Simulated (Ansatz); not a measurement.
An input meant for Ge₁₀H₁₆⁺, a cluster cut from cubic germanium (charge 1, doublet).

```yaml
crystal:
  periodic: [false, false, false]
  atoms:
    - {symbol: Ge, position_ang: [0.005906, -2.822780, 0.003896]}
    - {symbol: Ge, position_ang: [-0.002766, -0.006357, -2.823596]}
    - {symbol: Ge, position_ang: [-2.824809, -0.004453, 0.000894]}
    - {symbol: Ge, position_ang: [0.001405, 0.004965, 2.823664]}
    - {symbol: Ge, position_ang: [-0.004088, 2.822328, -0.001483]}
    - {symbol: Ge, position_ang: [2.822458, 0.005894, -0.003160]}
    - {symbol: Ge, position_ang: [-1.414703, -1.420329, -1.411252]}
    - {symbol: Ge, position_ang: [1.418171, -1.408903, 1.416070]}
    - {symbol: Ge, position_ang: [1.409381, 1.415127, -1.419122]}
    - {symbol: Ge, position_ang: [-1.418359, 1.413914, 1.414163]}
    - {symbol: H, position_ang: [0.898238, -3.737015, -0.886681]}
    - {symbol: H, position_ang: [-0.878894, -3.744293, 0.894409]}
    - {symbol: H, position_ang: [0.889430, -0.897700, -3.737214]}
    - {symbol: H, position_ang: [-0.893102, 0.878169, -3.745526]}
    - {symbol: H, position_ang: [-3.743566, -0.892986, 0.890527]}
    - {symbol: H, position_ang: [-3.741744, 0.883778, -0.890963]}
    - {symbol: H, position_ang: [-0.883577, -0.885084, 3.745437]}
    - {symbol: H, position_ang: [-0.592798, 3.744195, -0.587676]}
    - {symbol: H, position_ang: [-0.892798, 3.744195, -0.887676]}
    - {symbol: H, position_ang: [0.888534, 3.736203, 0.889234]}
    - {symbol: H, position_ang: [3.740787, -0.884514, -0.891396]}
    - {symbol: H, position_ang: [3.739639, 0.899452, 0.883097]}
    - {symbol: H, position_ang: [-2.314665, -2.325500, -2.310016]}
    - {symbol: H, position_ang: [2.322267, -2.307170, 2.317603]}
    - {symbol: H, position_ang: [2.307346, 2.317736, -2.322452]}
    - {symbol: H, position_ang: [-2.320573, 2.315673, 2.314117]}
basis:
  gaussian: {orbitals: aug-cc-pVDZ, fitting: {mean_field: def2-universal-jkfit}}
total_charge: 1
magnetization: {spin_polarized: true, initial_magnetization: 1}
hamiltonian: {xc: {name: wB97X}}
scf: {omitted_lower_state_checks: [starts]}
output: {forces: true}
```

```sh
$ ansatz run in.yaml --threads 2 --pin off --events-out ev --progress --plain --max-ram 32768MiB --backend cuda --devices 0, --max-vram 18GiB
```

It prints (some lines left out):

```
Functional definition: wB97X
2948 factors; integrals over basis functions are off by at most 3.4e-1 eV
2948 factors; integrals over basis functions are off by at most 3.8e-4 eV
mean field evaluation 1: about -565431.0919 eV, gradient 1.8e1 eV
mean field evaluation 2: about -565433.6130 eV, gradient 1.0e1 eV
mean field evaluation 4: about -565434.4663 eV, gradient 9.2e-1 eV
mean field evaluation 8: about -565434.4668 eV, gradient 1.4e-1 eV
mean field evaluation 16: about -565434.4674 eV, gradient 3.5e-4 eV
mean field -565434.46743590 eV, -20779.3334130218 hartree, gradient 6.3e-5 eV, S^2 0.754717; 0 other end points of the search recorded, 0 dependent functions left out
reference -565434.46731595 eV, -20779.3334086138 hartree; 168, 167 occupied and 336, 337 virtual orbitals, 2948 factors
Total energy: -565434.46731595 eV, -20779.3334086138 hartree
Atom 0 at     0.005906    -2.822780     0.003896 Å, force    -0.122170    -0.421175    -0.048058 eV/Å
Atom 1 at    -0.002766    -0.006357    -2.823596 Å, force    -0.309826    -0.177964    -0.384951 eV/Å
Atom 2 at    -2.824809    -0.004453     0.000894 Å, force    -0.425432    -0.218469    -0.348082 eV/Å
Atom 3 at     0.001405     0.004965     2.823664 Å, force     0.418691    -0.162545    -0.043800 eV/Å
Atom 4 at    -0.004088     2.822328    -0.001483 Å, force     7.258286   -10.393555     7.225964 eV/Å
Atom 5 at     2.822458     0.005894    -0.003160 Å, force     0.401602    -0.087458     0.600769 eV/Å
Atom 6 at    -1.414703    -1.420329    -1.411252 Å, force    -0.072173    -0.205180    -0.069160 eV/Å
Atom 7 at     1.418171    -1.408903     1.416070 Å, force     0.201803    -0.213157     0.132725 eV/Å
Atom 8 at     1.409381     1.415127    -1.419122 Å, force     0.356493     0.036031    -0.999102 eV/Å
Atom 9 at    -1.418359     1.413914     1.414163 Å, force    -0.996304     0.062069     0.412941 eV/Å
Atom 10 at     0.898238    -3.737015    -0.886681 Å, force    -0.128377     0.242092     0.162731 eV/Å
Atom 11 at    -0.878894    -3.744293     0.894409 Å, force     0.171991     0.257193    -0.153620 eV/Å
Atom 12 at     0.889430    -0.897700    -3.737214 Å, force    -0.074765     0.280147     0.284996 eV/Å
Atom 13 at    -0.893102     0.878169    -3.745526 Å, force     0.194963    -0.083378     0.209633 eV/Å
Atom 14 at    -3.743566    -0.892986     0.890527 Å, force     0.293254     0.283439    -0.071921 eV/Å
Atom 15 at    -3.741744     0.883778    -0.890963 Å, force     0.186059    -0.075000     0.173424 eV/Å
Atom 16 at    -0.883577    -0.885084     3.745437 Å, force    -0.078345     0.264548    -0.185916 eV/Å
Atom 17 at    -0.592798     3.744195    -0.587676 Å, force    24.959110     8.826001    24.984447 eV/Å
Atom 18 at    -0.892798     3.744195    -0.887676 Å, force   -31.134838     0.812945   -31.135356 eV/Å
Atom 19 at     0.888534     3.736203     0.889234 Å, force    -0.534353     0.300535    -0.532536 eV/Å
Atom 20 at     3.740787    -0.884514    -0.891396 Å, force    -0.348867     0.319047    -0.005169 eV/Å
Atom 21 at     3.739639     0.899452     0.883097 Å, force    -0.232120    -0.110401    -0.225283 eV/Å
Atom 22 at    -2.314665    -2.325500    -2.310016 Å, force     0.202825     0.274376     0.206059 eV/Å
Atom 23 at     2.322267    -2.307170     2.317603 Å, force    -0.199325     0.289465    -0.200214 eV/Å
Atom 24 at     2.307346     2.317736    -2.322452 Å, force    -0.278698    -0.048964     0.294530 eV/Å
Atom 25 at    -2.320573     2.315673     2.314117 Å, force     0.290514    -0.050642    -0.285051 eV/Å
Dipole moment:    -0.141358     1.505312    -0.163598 e Å
Checks for a lower state left out: starts
```

In this input one atom was put on top of another. The run converged. The result belongs to that input, not to the species as meant.
